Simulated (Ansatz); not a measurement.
An input meant for AlCl2(SiH3) (AlSiH₃Cl₂) (charge 0, singlet; atoms displaced at random, 0.03 Å in each coordinate).

```yaml
crystal:
  periodic: [true, true, true]
  atoms:
    - {symbol: Al, position_ang: [0.638690, 1.158823, 0.079928]}
    - {symbol: Cl, position_ang: [2.775665, 1.157214, 0.034349]}
    - {symbol: Cl, position_ang: [-0.362464, 3.010135, -0.060979]}
    - {symbol: Si, position_ang: [-0.586699, -0.977402, 0.000603]}
    - {symbol: H, position_ang: [-1.828274, -0.792695, 0.633923]}
    - {symbol: H, position_ang: [0.190497, -2.000552, 0.720669]}
    - {symbol: H, position_ang: [-0.789671, -1.433916, -1.417376]}
basis:
  gaussian: {orbitals: def2-mTZVP}
hamiltonian: {xc: {name: wB97}}
output: {forces: true}
```

```sh
$ ansatz run in.yaml --threads 4 --pin off --events-out ev --progress --plain --max-ram 3916MiB
```

It prints (some lines left out):

```
Error: YAML parse error: error: line 2 column 3: crystal: missing field `lattice` (a structure is typed as `lattice` and `atoms`, a molecule's as `atoms` in Å alone, or read from a run's directory, `checkpoint`)
 --> <input>:2:3
1 | crystal:
2 |   periodic: [true, true, true]
3 |   atoms:
4 |     - {symbol: Al, position_ang: [0.638690, 1.158823, 0.079928]}
```

In this input the species is marked periodic without a cell. The input was rejected before any iteration.
